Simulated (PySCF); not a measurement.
C4H12FPSi2.
Atom-mapped SMILES: `[F:1][C@@H:2]1[CH2:3][C@@H:4]([SiH3:5])[Si@H:6]([PH2:7])[CH2:8]1`

Structure used (GFN2-xTB), in Å, numbered top down from 1:
```xyz
20
C4H12FPSi2 angstrom
F     -2.2081    0.5661    0.9733
C     -1.8991    0.1405   -0.3117
C     -0.9980   -1.0852   -0.2095
C      0.3488   -0.6578    0.3835
Si     1.7077   -1.9647    0.1412
Si     0.6426    1.0812   -0.3712
P      1.1590    2.7416    1.0432
C     -1.1462    1.2524   -1.0236
H     -2.8641   -0.0920   -0.7808
H     -1.4757   -1.8527    0.4021
H     -0.8671   -1.4837   -1.2171
H      0.2071   -0.5255    1.4617
H      1.8738   -2.2172   -1.2915
H      2.9562   -1.4658    0.7193
H      1.3128   -3.2061    0.8125
H      1.6059    1.0789   -1.4832
H      0.2551    2.3534    2.0167
H      2.1982    2.0481    1.6386
H     -1.2008    1.0878   -2.0969
H     -1.6133    2.2113   -0.8096
```

Definitions: NICS(0) = −σiso at the ring centroid; NICS(1) = −σiso and NICS(1)zz = −σzz at ±1 Å along the ring normal z. Level: GIAO PBE0/pcSseg-1 (PySCF, non-relativistic, gas phase) on the GFN2-xTB geometry, one conformer.

Ring bond lengths (Å), with Mayer bond orders in brackets: C2–C3 1.525 (1.02), C3–C4 1.532 (0.99), C4–Si6 1.918 (0.85), Si6–C8 1.912 (0.88), C8–C2 1.520 (1.02).

Task: What do the NICS probes read (ppm)?

Result: 
```csv
ring,type,NICS(0),"NICS(1), two faces","NICS(1)zz, two faces",rms pucker (Å),"centre to ring atoms, mean (Å)"
C2–C3–C4–Si6–C8,5-membered ring with Si; formal bonds all single,-4.2,-4.1 / -3.6,-3.3 / -2.2,0.19,1.40
```

Task: What do they say, and how far can they be read as aromaticity?

Result: 
- C2–C3–C4–Si6–C8: mean NICS(1)zz -2.7 ppm, near zero. C2, C3, C4, Si6, C8 have four or more neighbours, and the NICS criterion for π rings isn't applied.

Task: What is the mean of the two in-plane components of NICS at the second NICS(1) probe listed for ring C2–C3–C4–Si6–C8, 1 Å off the ring?

Result: The isotropic value is a third of the trace: (3 × -3.6 − (-2.2))/2 = -4.3 ppm.

Task: What are the shieldings of the ring atoms and their hydrogens in the same run (means over atoms taken as equivalent)?

Result: 
| atoms | environment | σ isotropic (ppm) |
| --- | --- | --- |
| C2 | sp3 C–F carbon | 88.2 |
| C3 | ring CH2 carbon | 144.1 |
| C4 | sp3 carbon bound to silicon | 178.6 |
| Si6 | SiH silicon | 349.6 |
| C8 | sp3 carbon bound to silicon | 164.9 |
| H9 | methine hydrogen | 26.21 |
| H10 | methylene hydrogen | 29.17 |
| H11 | methylene hydrogen | 30.63 |
| H12 | methine hydrogen | 31.03 |
| H16 | Si–H hydrogen | 27.24 |
| H19 | methylene hydrogen | 30.73 |
| H20 | methylene hydrogen | 30.44 |

Hardware: an Arm Neoverse V1 with one thread (shared host). Cost: 50 s of wall time, 0.90 GiB resident at most. This is the whole shielding run at PBE0/pcSseg-1, SCF included.
